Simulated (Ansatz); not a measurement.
`CCCCC(C)C` + `NB(N)O` → `CC(C)OB(N)N` + `CCCC`  (substitution at a C–C bond)

Isolated molecules relaxed with PBE0-D4/def2-TZVP in Ansatz; ΔE leaves out vibrations. CBS: MP2 limit from def2 TZ/QZ plus the TZ coupled-cluster correction, frozen cores. DFT in def2-TZVPP. HSE06 is defined as in plane-wave codes. One conformer a species, not always the lowest.

| level | ΔE (eV) |
| --- | --- |
| LDA (SPW92) | 0.26 |
| PBE-D4 | 0.27 |
| HSE06-D4 | 0.29 |
| BHLYP-D4 | 0.23 |
| ωB97M-V | 0.28 |
| revPBE | 0.25 |
| HF/def2-QZVPP | 0.20 |
| HF/CBS(def2) | 0.20 |

Problem. What does CCSD(T)/CBS give? (An estimate is asked.)

Solution. Ansatz gave: +0.34 eV. The listed levels differ from it by -0.08, -0.07, -0.05, -0.11, -0.06, -0.09, -0.14, -0.14 eV.

Largest T1 diagnostic among the species: 0.010.

Leaving LDA and LC-ωPBE aside and taking each functional with its dispersion term where it has one, the values, not all of them listed here, spread over 0.13 eV, from BLYP-D4 to PBE-QIDH. In def2-TZVPP, CCSD(T) changes the Hartree–Fock value by +0.11 eV (the triples alone add +0.00 eV) and MP2 by +0.18 eV. At CCSD(T), def2-SVP lies −0.11 eV from the extrapolated value and def2-TZVPP −0.03 eV.
